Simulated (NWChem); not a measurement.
Species: SbCl$_{3}$; SMILES [Cl][Sb]([Cl])[Cl]

def2 effective core potentials on Sb; no spin-orbit coupling.

Give the equilibrium geometry at PBE0/def2-SVP with def2 effective core potentials on Sb (NWChem) as a Z-matrix, with the point group.

point group C3v; any orientation.
```
Sb
Cl 1 2.3634
Cl 1 2.3634 2 98.03
Cl 1 2.3634 2 98.03 3 -99.34
```
